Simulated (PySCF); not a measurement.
Ga(H)2(SH) (GaH₃S), SMILES [SH][GaH2]. Coordinates come from a ωB97X-D3(BJ)/def2-TZVP optimisation.

TDDFT-PBE0/def2-TZVPD (PySCF 2.14.0) puts the lowest singlet excitations at 5.33, 5.63, 5.93, 6.31, 6.48, 7.27 eV.

Task: What are the lowest excitation roots from ADC(2)/aug-cc-pVDZ run with PySCF? (An estimate is asked for; the answer gives what the named calculation found.)

Result: 5.61, 6.05, 6.32, 6.44, 6.96, 7.72 eV. S1 differs by 0.28 eV (second minus first; roots are paired by order, and the bases may differ).
